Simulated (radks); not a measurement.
Charge is removed step by step from the 6s1/2 level of the hafnium ion Hf+, starting from [Xe] 4f14 5d1 6s2. All-electron calculation, Dirac Kohn-Sham, PBE, spin-unpolarised, spherical densities, point nucleus; open shells fill j = l - 1/2 first. Program: a radial shooting solver on a logarithmic mesh with Libxc functionals.

| removed (e) | E - E(0) (eV) | eigenvalue (eV) | E minus straight line (eV) |
|---|---|---|---|
| 0 | 0.000 | -11.810 | 0.000 |
| 0.125 | 1.527 | -12.630 | -0.368 |
| 0.25 | 3.158 | -13.459 | -0.632 |
| 0.375 | 4.892 | -14.296 | -0.793 |
| 0.5 | 6.732 | -15.140 | -0.848 |
| 0.625 | 8.678 | -15.993 | -0.798 |
| 0.75 | 10.731 | -16.853 | -0.640 |
| 0.875 | 12.891 | -17.720 | -0.374 |
| 1 | 15.161 | -18.595 | 0.000 |

Removing the whole electron costs 15.161 eV by Delta-SCF, against 11.810 eV from minus the eigenvalue at the starting occupation. Slater's transition state (half an electron removed) gives 15.140 eV. Integrating minus the eigenvalue over the occupation (Janak's theorem) gives 15.161 eV. The mean slope of the eigenvalue, de/dn, is 6.79 eV per electron.
